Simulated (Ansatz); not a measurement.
Two structures, one formula

The two ends of one reaction step of Si2H7ClOF2, closed shell (PBE0-D4/def2-TZVP).

A:

```xyz
13
angstrom
Si -0.9889 1.9352 -0.4380
Si 1.4847 -1.7583 -0.8254
F -1.0129 0.4348 -0.9335
F -2.2788 2.2598 0.4000
H -0.9794 2.7964 -1.6252
H -0.8053 -0.8690 1.4826
Cl 0.6829 2.2815 0.6512
H 1.0111 -1.5692 0.5718
O -1.2730 -0.1261 1.8739
H 2.6046 -2.7333 -0.8108
H 0.3741 -2.2843 -1.6546
H 1.9598 -0.4596 -1.3595
H -0.7788 0.0919 2.6674
```

B:

| atom | x (Å) | y (Å) | z (Å) |
| --- | --- | --- | --- |
| Si1 | -0.7490 | 0.7369 | -1.2068 |
| Si2 | 0.9892 | -0.8062 | -1.5303 |
| F3 | -1.7598 | 0.6446 | -2.4385 |
| F4 | -1.6328 | 0.2952 | 0.0704 |
| H5 | -0.4157 | 2.1646 | -1.0326 |
| H6 | 0.6187 | 0.5646 | 2.0297 |
| Cl7 | 1.5670 | 1.1386 | 1.2958 |
| H8 | -0.6113 | -1.0594 | 2.9672 |
| O9 | -0.7123 | -0.1380 | 2.7141 |
| H10 | 1.0932 | -1.7045 | -0.3529 |
| H11 | 0.6702 | -1.6222 | -2.7334 |
| H12 | 2.2689 | -0.0895 | -1.7512 |
| H13 | -1.3263 | -0.1248 | 1.9684 |

Program: Ansatz 0.2.0. Basis: def2-TZVPP. Cores are frozen in the correlated methods. B3LYP uses VWN-RPA correlation.

Question: Which structure is lower at CCSD(T), and by how much? (To be estimated.)

Answer: Computed: A, by 89.7 kJ/mol (electronic energy, against the other). By their contacts, A is a complex of SiHClF₂ ([F][SiH]([F])[Cl]) + SiH₄ + H₂O and B is a complex of Si₂H₄F₂ ([F][SiH]([F])[SiH3]) + HCl + H₂O.

All methods give the same order:

```
      method  E(B) − E(A) (kJ/mol)
       SPW92                  42.9
      PBE-D4                  61.3
     BLYP-D4                  74.0
   r2SCAN-D4                  81.3
      B97M-V                  88.5
     PBE0-D4                  71.3
    B3LYP-D4                  80.4
  r2SCAN0-D4                  85.5
    BHLYP-D4                  90.7
CAM-B3LYP-D4                  83.1
     wB97X-V                  84.2
     wB97M-V                  90.5
      B2PLYP                  88.8
    PBE-QIDH                  84.7
  RPA on PBE                  92.3
          HF                 120.0
         MP2                  94.8
        CCSD                  93.8
     CCSD(T)                  89.7
```

T1 diagnostic: at most 0.012.

Labels in which every atom is bracketed show which atoms are joined, not bond orders.

For scale, one of the runs: CCSD(T)/def2-TZVPP, 317 basis functions, launched by `ansatz run in.yaml --threads 4 --pin off --events-out ev --progress --plain --max-ram 66560MiB --backend cuda --devices 0, --max-vram 37GiB`. Time: 6.5 s of wall clock on 4 CPU threads of an AMD EPYC 7R13 and a share of one NVIDIA H100; the host was shared. Peak host memory: 0.83 GiB.
